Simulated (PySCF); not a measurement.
A small calculation by hand: oscillator strength and radiative lifetime

Al(H)(F)(OEt) (C2H6AlFO), SMILES CC[O][AlH][F].

The structure is a stationary point at B3LYP-D3(BJ)/def2-SVP. The structure was generated by enumeration; whether it is a known compound was not checked. One conformer was computed; it need not be the lowest.

TDA-PBE/def2-SVPD (PySCF 2.14.0) puts the first singlet state with f over 0.02 at 5.97 eV (vertical), with the transition dipole (0.039, -0.513, 0.000) in atomic units.

**Question.** Find the oscillator strength, the wavelength and the radiative lifetime that this transition would have in vacuum if emission retraced absorption.

**Answer.** 
|μ|² = 0.2647 au, so |μ| = 1.31 D. ΔE = 5.97/27.211 = 0.2194 hartree. f = (2/3) ΔE |μ|² = 0.039 (the program prints 0.039).
λ = 1239.84/5.97 = 208 nm; ν = 48151 cm⁻¹.
Einstein's coefficient A = 0.6670 ν² f s⁻¹ (ν in cm⁻¹) = 6.0e7 s⁻¹, so τ = 1/A = 17 ns. This state is S3; the lower singlets have f = 0.001, 0.019. The figure is the radiative limit of this one transition; relaxation, internal conversion, crossing to triplets and a medium change what is measured.
